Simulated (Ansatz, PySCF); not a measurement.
Gas-phase reaction (SMILES): FB(F)[SiH3] [difluoroboranylsilane] + 3 [H][H] (H2) → B (BH3) + 2 F (HF) + [SiH4] (SiH4); energy of full hydrogenation.

Structures are relaxed separately at B3LYP-D3(BJ)/def2-TZVP in Ansatz (a first-principles code). Cores are frozen in the correlated levels unless marked. No spin-orbit coupling. Non-relativistic. Basis-set limits of correlation are two-point, X^-3; Hartree-Fock from the larger set. Thermal terms are rigid-rotor harmonic-oscillator values from B3LYP-D3(BJ) frequencies (PySCF) at 298.15 K and 1 atm. 1 Eh = 627.5095 kcal/mol.

| species | E, CCSD(T)/CBS(cc-pV(T+d)Z,cc-pV(Q+d)Z) (Ansatz) (Eh) | E, r2SCAN-D4/def2-TZVPD (Ansatz + dftd4) (Eh) | H - E (Eh) |
|---|---|---|---|
| FB(F)[SiH3] | -515.35347 | -515.91769 | 0.04046 |
| [H][H] (H2) | -1.17450 | -1.17100 | 0.01336 |
| B (BH3) | -26.54901 | -26.58581 | 0.03008 |
| F (HF) | -100.39146 | -100.44728 | 0.01259 |
| [SiH4] (SiH4) | -291.45815 | -291.85367 | 0.03520 |

Question: Work out ΔE and ΔH at 298.15 K at the first level, then ΔH at the second.

Answer: 
1. ΔE = [(-26.54901) + 2×(-100.39146) + (-291.45815)] - [(-515.35347) + 3×(-1.17450)] = 0.08689 Eh = 54.5 kcal/mol at CCSD(T)/CBS(cc-pV(T+d)Z,cc-pV(Q+d)Z).
2. The terms H - E add up to 0.00992 Eh, so ΔH = (0.08689 + (0.00992))×627.5095 = 60.7 kcal/mol.
3. At r2SCAN-D4/def2-TZVPD the same steps give ΔE = 60.6 and ΔH = 66.9 kcal/mol, a shift of +6.2 from the first level.
4. These values are not checked against measurement here, since the tables used lack a sound gas-phase enthalpy of formation for at least one species.
